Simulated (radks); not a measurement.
Q: The mean radii <r> (bohr) of the occupied orbitals of an atom or ion are listed with their occupations. Method: scalar-relativistic Kohn-Sham, BLYP, spin-unpolarised, spherical densities, finite nucleus; Fermi nuclear charge, rms radius of each element as measured or else 0.836 A^(1/3) + 0.57 fm; computed with a radial shooting solver on a logarithmic mesh with Libxc functionals.

| orbital | occ. | <r> |
|---|---|---|
| 1s | 2 | 0.03428 |
| 2s | 2 | 0.1496 |
| 2p | 6 | 0.1304 |
| 3s | 2 | 0.4155 |
| 3p | 6 | 0.4165 |
| 3d | 10 | 0.3990 |
| 4s | 2 | 1.052 |
| 4p | 6 | 1.162 |
| 4d | 4 | 1.618 |
| 5s | 2 | 3.070 |
| 5p | 1 | 4.202 |

Name the element and its charge.

A: Z = 43, technetium, charge 0: Tc in [Kr] 4d4 5s2 5p1. The 1s radius gives Z: for a bare nucleus <r> = (2 gamma + 1)/(2Z) with gamma = sqrt(1 - (Z/c)^2), 0.03371 bohr for Z = 43, and screening makes it slightly larger (0.03428 here). The occupations add up to 43, and the charge is Z minus that.
